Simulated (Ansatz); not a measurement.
A run on CH5ClGeO, SMILES `C[O][GeH2][Cl]` with other settings.

```yaml
crystal:
  periodic: [false, false, false]
  atoms:
    - {symbol: C, position_ang: [-0.741300, 0.631849, 1.031230]}
    - {symbol: O, position_ang: [-0.458000, -0.587413, 0.382009]}
    - {symbol: Ge, position_ang: [0.703019, -0.557931, -0.951242]}
    - {symbol: Cl, position_ang: [0.842713, -2.591071, -1.585911]}
    - {symbol: H, position_ang: [-1.466302, 0.426463, 1.821159]}
    - {symbol: H, position_ang: [0.151246, 1.072584, 1.494528]}
    - {symbol: H, position_ang: [-1.180746, 1.372618, 0.350303]}
    - {symbol: H, position_ang: [2.080047, -0.099812, -0.445574]}
    - {symbol: H, position_ang: [0.157724, 0.286413, -2.113601]}
basis:
  gaussian: {orbitals: cc-pVTZ-DK}
hamiltonian: {xc: {name: wB97}}
```

```sh
$ ansatz run in.yaml --threads 4 --pin off --events-out ev --progress --plain --max-ram 10444MiB
```

Output, abridged:

```
Functional definition: wB97
1283 factors; their error is unknown
354 factors; integrals over basis functions are off by at most 4.1e-5 eV
mean field evaluation 1: about -72844.6642 eV, gradient 4.6e1 eV
mean field evaluation 2: about -72843.9740 eV, gradient 5.3e1 eV
mean field evaluation 4: about -72848.3345 eV, gradient 2.1e0 eV
mean field evaluation 8: about -72848.3460 eV, gradient 1.2e-1 eV
mean field evaluation 16: about -72848.3162 eV, gradient 1.1e-4 eV
mean field -72848.31623667 eV, -2677.1262433354 hartree, gradient 3.6e-5 eV, S^2 0.000000; 0 other end points of the search recorded, 0 dependent functions left out
reference -72848.31622590 eV, -2677.1262429397 hartree; 34, 34 occupied and 173, 173 virtual orbitals, 1283 factors
Total energy: -72848.31622590 eV, -2677.1262429397 hartree
Relativity: scalar
```

Run time 4 s (4 threads of an AMD EPYC 7B13 on a shared host); peak host memory 0.43 GiB.
